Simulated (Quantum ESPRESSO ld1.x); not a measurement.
All-electron atom: the neodymium ion Nd4+ in [Kr] 4d10 4f2 5s2 5p5 5f1 (not the ground configuration).

Calculated with ld1.x of Quantum ESPRESSO 7.5: Dirac Kohn-Sham, revPBE, spin-unpolarised, spherical densities, point nucleus; open shells are shared between the two j in proportion to 2j + 1.

Energy parts (eV):
part                   energy
total                 -261924
kinetic                282520
electron-nucleus      -636821
Hartree                 98398
exchange-correlation    -6021

Orbitals (lengths in bohr, moments of r in powers of bohr; r(max) is where P^2 peaks):
orbital      occ.  eigenvalue (eV)  r(max)
1s1/2           2         -43422.9   0.015
2s1/2           2         -7070.02   0.085
2p1/2           2         -6690.73   0.066
2p3/2           4         -6170.78   0.070
3s1/2           2         -1581.84   0.243
3p1/2           2         -1420.09   0.232
3p3/2           4         -1316.30   0.243
3d3/2           4         -1035.00   0.194
3d5/2           6         -1012.58   0.197
4s1/2           2         -361.626   0.563
4p1/2           2         -300.407   0.572
4p3/2           4         -277.601   0.596
4d3/2           4         -176.818   0.610
4d5/2           6         -172.728   0.620
5s1/2           2         -88.6121    1.27
5p1/2     1.66667         -70.4551    1.38
5p3/2     3.33333         -66.5112    1.44
4f5/2    0.857143         -56.6140   0.635
4f7/2     1.14286         -56.0882   0.635
5d3/2           0         -40.4971    1.73
5d5/2           0         -39.9740    1.75
6s1/2           0         -32.7628    2.79
5f5/2    0.428571         -18.8542    3.02
5f7/2    0.571429         -18.8121    3.05

The highest occupied level is 5f7/2 at -18.812 eV. The configuration is held as typed, so some empty levels lie below it. The density falls to 0.001 e/bohr^3 at r = 4.24 bohr.
